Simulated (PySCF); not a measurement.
LuOF, singlet: computed properties

All numbers come from B3LYP in PySCF with Lu def2-SVP with ECP28, O def2-SVP, F def2-SVP; scalar-relativistic core potentials, no spin–orbit coupling; density-fitted integrals.

The structure is a minimum.

| Property | Result |
| --- | --- |
| Point group | Cs |
| Bond lengths | Lu–F 1.960 Å, Lu–O 1.808 Å |
| Bond angles | F–Lu–O 109.9° |
| Heat capacity Cp at 298.15 K | 47.8 J/(mol K) |
| Dipole moment | 7.33 D |
| Lowest empty level | -3.09 eV |
| Rotational constants | 0.5108, 0.198, 0.1427 cm⁻¹ |
| Zero-point energy | 9.7 kJ/mol |
| Rotational symmetry number | 1 |
| Highest occupied level | -6.22 eV |
| Principal quadrupole moments (Buckingham, traceless) about the centre of mass | -14.89, 3.28, 11.61 D Å |
| Enthalpy at 298.15 K above 0 K | 12.02 kJ/mol |
| Principal polarisabilities | 22.2, 27.3, 49.1 bohr³ |
| Entropy at 298.15 K and 1 bar | 288.7 J/(mol K) |

Harmonic modes (masses in u: Lu 174.941, O 15.995, F 18.998):
| symmetry | ω (cm⁻¹) | IR (km/mol) | μ (u) |
| --- | --- | --- | --- |
| a' | 196 | 16.7 | 18.71 |
| a' | 593 | 96.2 | 21.01 |
| a' | 839 | 84.2 | 17.31 |

Charges (e):
```tsv
atom	Mulliken	Löwdin	polar tensor	Mayer order to Lu1
Lu1	0.98	0.49	1.55	–
O2	-0.53	-0.27	-0.87	2.23
F3	-0.45	-0.22	-0.68	0.98
```

Mulliken populations on Lu1 (electrons outside its core potential): s 4.22, p 12.31, d 11.43, f 14.05.

Outer orbital energies (eV). occupied: -11.81, -11.78, -9.86, -9.60, -9.57, -6.56, -6.44, -6.22; empty: -3.09, -1.00, -0.73, 0.16.

Formally Lu is in oxidation state +3, d0. The polar-tensor charge on Lu, 1.55, is far below the formal one.

Other isomers or separated fragments may lie lower.

The final relaxation and frequency run took of the order of 2.7 core-minutes on a shared host.
